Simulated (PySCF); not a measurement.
Simulated absorption spectrum

C₂H₆PSi (charge +1).
InChI=1S/C2H6PSi/c1-2-4-3/h1H,4H2,3H3/q+1

The calculation used TDDFT CAM-B3LYP/def2-SVPD, vertical, gas phase, core orbitals frozen in the response in PySCF. Isolated species at its PBE0-D3(BJ)/def2-SVP geometry, gas phase.

Each state is given a Gaussian of 0.3 eV full width at half maximum, with ε(max) = 2.175×10⁸ f / Δν̃ (Δν̃ the width in cm⁻¹). The width is an assumption, not a result. The curve ends short of the highest state used, and states not computed would add to its high-energy end.

λ (nm), ε (L mol⁻¹ cm⁻¹) and a bar:
```
    165.4       7544 ##############################
    167.7       4805 ###################
    170.1       1685 #######
    172.4        647 ###
    174.8        553 ##
    177.1        448 ##
    179.4        231 #
    181.8         72 
    184.1         15 
    186.5          2 
    188.8          0 
    191.1          0 
    193.5          1 
    195.8          5 
    198.2         26 
    200.5         95 
    202.9        299 #
    205.2        696 ###
    207.5       1252 #####
    209.9       1750 #######
    212.2       1863 #######
    214.6       1538 ######
    216.9       1014 ####
    219.2        542 ##
    221.6        231 #
    223.9         89 
    226.3         33 
    228.6         16 
    231.0          9 
    233.3          6 
    235.6          3 
    238.0          2 
    240.3          1 
    242.7          0 
    245.0          0 
    247.4          0
```

(1) Where are the band maxima, and which computed states make them?

(2) On this curve, what absorbance would a 10⁻³ mol/L sample give at 222 nm over a 1 cm path?

(3) Coming from long wavelengths, where does ε first pass 100 L mol⁻¹ cm⁻¹?

Answers

(1) 212 nm (5.86 eV), ε about 1900, made up of S2 (99%) (ε in L mol⁻¹ cm⁻¹; maxima over ε = 5, shares over 10%). At its high-energy end, 7.50 eV, the curve is still rising (ε about 7600, from S7). The states used: S1 5.46 eV (f 0.0001); S2 5.86 eV (f 0.021); S3 6.04 eV (f 0.0006); S4 7.07 eV (f 0.0057); S5 7.13 eV (f 0.0002); S6 7.49 eV (f 0.0038); S7 7.52 eV (f 0.081); S8 7.87 eV (f 0.020); S9 7.90 eV (f 0.0004); S10 8.10 eV (f 0.515).

(2) 222 nm is 5.585 eV, where ε is about 200 L mol⁻¹ cm⁻¹, so A = ε c l ≈ 0.2 (Beer–Lambert, with the gas-phase spectrum and the assumed width).

(3) At about 224 nm (5.54 eV), 0.08 eV above S1.

The vertical ionisation energy (ΔSCF) is 15.17 eV, 7.07 eV above S10.

Hardware: Arm Neoverse V2, one thread, shared host. Cost: 40 s wall.
